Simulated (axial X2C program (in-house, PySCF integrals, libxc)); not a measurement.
**Spin–orbit effects down a group: molecules with Si (ions), PBE0**

Computed with an in-house all-electron X2C program for linear molecules (integrals from PySCF), spin-free (one-electron X2C) or two-component (2c: spin–orbit coupling with atomic mean-field Coulomb and Gaunt terms, which also bring small scalar terms), in Dyall basis sets with cores contracted in-house; open shells are unrestricted.

Basis sets: Cs dyall-acv3z, H dyall-av3z, K dyall-acv3z, Na dyall-av3z, Si dyall-av3z.

| molecule | spin-free state | Re (Å) | ωe (cm⁻¹) | De (eV) | 2c state | Re 2c (Å) | ωe 2c (cm⁻¹) | De 2c (eV) |
| --- | --- | --- | --- | --- | --- | --- | --- | --- |
| SiH⁻ | M_S = 1, Λ = 0 | 1.560 | 1852.0 | 2.97 | Ω = 1 | 1.560 | 1851.7 | 2.97 |
| NaSi⁻ | M_S = 1, Λ = 0 | 2.891 | 192.0 | 1.01 | Ω = 1 | 2.891 | 192.0 | 1.01 |
| KSi⁻ | ? | ? | ? | ? | ? | ? | ? | ? |
| CsSi⁻ | M_S = 1, Λ = 0 | 3.482 | 122.4 | 0.98 | Ω = 1 | 3.480 | 122.5 | 0.98 |

(1) Estimate the 2c Re and ωe of KSi⁻ as the mean of its neighbours in the table.

Fragments in 2c: Si- + H, Si- + Na, K + Si-, Cs + Si-. Each entry is the lowest single determinant of a limited PBE0 search at one distance. De goes to single-determinant-based atoms at the same level (for ions the charge split of lowest energy) and is withheld (n/a) where an atom does not fit its ground term or J level. Main or longest-lived isotopes. One determinant is a doubtful description, or other states lie close, for SiH⁻, NaSi⁻, KSi⁻, CsSi⁻; these need not be ground states, and all values refer to the states named. Some open-shell Ω = 0 determinants are out of reach, so the Ω given for SiH⁻, NaSi⁻, KSi⁻, CsSi⁻ need not be the lowest component. With several unpaired electrons the Ω given is that of one determinant, not necessarily of the lowest component. The functionals have no current term, which raises determinants with orbital currents.

## Answers

(1) Re ≈ 3.186 Å, ωe ≈ 157.2 cm⁻¹. The PBE0 runs give the row below, so the estimate misses by -0.058 Å and 6.3 cm⁻¹.

| molecule | spin-free state | Re (Å) | ωe (cm⁻¹) | De (eV) | 2c state | Re 2c (Å) | ωe 2c (cm⁻¹) | De 2c (eV) |
| --- | --- | --- | --- | --- | --- | --- | --- | --- |
| KSi⁻ | M_S = 1, Λ = 0 | 3.244 | 151.0 | 0.97 | Ω = 1 | 3.244 | 150.9 | 0.97 |
